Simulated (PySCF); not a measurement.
Delta-SCF ions had no search for a lower state. Excitations are Tamm–Dancoff values on a coarser integration grid. The basis has no diffuse functions, so Rydberg states are missing or too high.

**H₃BO₃, SMILES `OB(O)O` (charge 0, multiplicity 1)**

These are CAM-B3LYP-D3(BJ)/def2-TZVP in PySCF 2.14.0 values and carry that method's errors.

```yaml
HOMO: -10.70 eV
dipole_moment: 0.642 e·Å
HOMO–LUMO gap: 11.55 eV
LUMO: 0.84 eV
S1 excitation (TDA): 7.91 eV
S1 oscillator strength: 0.000
brightest of the four lowest singlets (TDA): 9.22 eV
T1 excitation (TDA): 7.56 eV
S1–T1 gap (TDA): 0.35 eV
vertical ionisation energy (Delta-SCF): 12.04 eV
total_energy: -252.5197 Ha
cost: roughly 50 core-seconds
```

```xyz
7

O     -1.0501    -0.8245    -0.6151
B      0.1035    -0.1896    -0.2548
O      0.1722     1.0654     0.3025
O      1.2630    -0.8633    -0.4703
H     -1.8647    -0.3450    -0.4610
H     -0.6593     1.5200     0.4445
H      2.0353    -0.3630    -0.1960
```
Charge 0, spin multiplicity 1.
